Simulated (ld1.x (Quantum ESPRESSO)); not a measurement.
## Transferability test, RRKJ potential for bromine

bromine, norm-conserving RRKJ (Kleinman–Bylander form), made with ld1.x (Quantum ESPRESSO) 7.5 (LDA (PZ), scalar-relativistic). Core [Ar], reference 3d10 4s2 4p4.5 (charge +0.5). Waves: 4s (bound): rc 1.35 bohr; 3d (bound): rc 0.70 bohr; 4p (bound): rc 1.70 bohr. Local part: the p channel. Core correction: none. rho0 = 0.001.

Energies are relative to the spin-unpolarised reference configuration 3d10 4s2 4p4.5; without spin polarisation the order of configurations can differ from experiment. Spin-polarised rows fill each open shell by Hund’s rule, majority spin first. The frozen-core shift is the all-electron ΔE with the core orbitals held at their reference shape minus the fully relaxed ΔE.

Give the all-electron excitation energy and the error of the potential for: 3d10 4s2 4p5; 3d10 4s2 4p4; 3d10 4s2 4p3; 3d10 4s2 4p1; 3d10 4s2 4p2; 3d9 4s2 4p5; 3d10 4s1 4p6; 3d10 4s2 4p4.5 (spin-polarised); 3d10 4s2 4p5 (spin-polarised).

| valence configuration | charge | ΔE all-electron (eV) | error AE − PS (meV) | frozen-core shift (meV) |
| --- | --- | --- | --- | --- |
| 3d10 4s2 4p5 | 0 | -5.150 | +1.4 | -0.5 |
| 3d10 4s2 4p4 | +1 | 7.559 | -0.7 | +0.8 |
| 3d10 4s2 4p3 | +2 | 30.502 | +2.1 | +4.2 |
| 3d10 4s2 4p1 | +4 | 111.073 | +38 | +27 |
| 3d10 4s2 4p2 | +3 | 64.723 | +14 | +12 |
| 3d9 4s2 4p5 | +1 | 73.590 | -1399 | +449 |
| 3d10 4s1 4p6 | 0 | 7.268 | +0.3 | -0.4 |
| 3d10 4s2 4p4.5 (spin-polarised) | +0.5 | -0.369 | +11 | +0.2 |
| 3d10 4s2 4p5 (spin-polarised) | 0 | -5.301 | +6.0 | -0.4 |

Levels in the configuration 3d10 4s2 4p5 (spin-polarised):

```json
{"level": "3d up", "all-electron (eV)": "-67.037", "pseudo (eV)": "-67.064"}
{"level": "4s up", "all-electron (eV)": "-20.624", "pseudo (eV)": "-20.642"}
{"level": "4p up", "all-electron (eV)": "-8.287", "pseudo (eV)": "-8.296"}
{"level": "3d down", "all-electron (eV)": "-66.916", "pseudo (eV)": "-66.949"}
{"level": "4s down", "all-electron (eV)": "-19.965", "pseudo (eV)": "-19.950"}
{"level": "4p down", "all-electron (eV)": "-7.681", "pseudo (eV)": "-7.672"}
```

A variational frozen-core shift is positive and of second order in the change. This column holds negative values, so the frozen-core run of ld1.x carries numerical noise or an error of first order here, and the column gives no more than the rough size of the effect.

Note: ghost state, extra bound levels that the all-electron valence spectrum of the same l lacks: s at -776.4 eV. A true bound ghost makes a file unfit for plane-wave use.
